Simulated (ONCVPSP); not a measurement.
# hafnium, ONCV: configuration errors across variants

* Element: Hf
* Generator: ONCVPSP 4.0.1
* Type: optimised norm-conserving Vanderbilt (ONCV)
* Functional: PBEsol
* Relativity: scalar-relativistic
* Frozen core: [Kr] 4d10 4f14 5s2
* Valence charge: 10
* Reference configuration: 5p6 5d2 6s1 (charge +1)
* Partial waves: 6s: rc 2.75 bohr, ncon 4, nbas 7, qcut 1.9 1/bohr, 2 projectors, debl 0.5 Ha; 5p: rc 1.80 bohr, ncon 3, nbas 6, qcut 9 1/bohr, 2 projectors, debl 3.8 Ha; 5d: rc 2.85 bohr, ncon 4, nbas 8, qcut 5.2 1/bohr, 2 projectors, debl 1.3 Ha; f scattering state at 0.13 Ha: rc 2.50 bohr, ncon 4, nbas 8, qcut 4.7 1/bohr, 2 projectors, debl 3.2 Ha
* Local potential: polynomial inside 1.70 bohr (lpopt 2, dvloc0 0 Ha)
* Core correction: Teter function, fcfact 4.75, rcfact 1.1

All-electron excitation energies from the reference (eV): (1) 5p6 5d2 6s2 -8.009; (2) 5p6 5d2 6s0 14.163; (3) 5p6 5d1 6s0 35.938; (4) 5p6 5d0 6s0 68.759.

1 further variants failed, have other tests or another functional or relativity, and are left out.

A true bound ghost makes a file unfit for plane-wave use even where its test errors are small: the radial tests pick states by their node count and pass the ghost by.

Errors AE − PS in meV (a dash: test not solved or not reliable):

```csv
change,(1),(2),(3),(4),bound ghosts,GHOST(+) flags above zero
base,+1.9,+2.5,+48,+174,none,s
"local potential polynomial inside 1.70 bohr (lpopt 2, dvloc0 -3 Ha)",+1.5,+2.5,+48,+175,s,none
"f: rc 1.8, qcut 6.5",+1.9,+2.5,+48,+174,f,s
s: nproj 3,+1.6,+2.5,+48,+174,s,s
s: debl 2.3,+2.5,+2.6,+48,+174,none,s
"core correction Teter function, fcfact 4.75, rcfact 1.38",+1.1,-0.4,+19,+17,none,s
```

Give the same row for: s: qcut 1.6; p: qcut 7.6; d: qcut 4.4; f: qcut 4.

+3.4, +3.2, +59, +291; bound ghosts: none; GHOST(+) flags above zero: s.
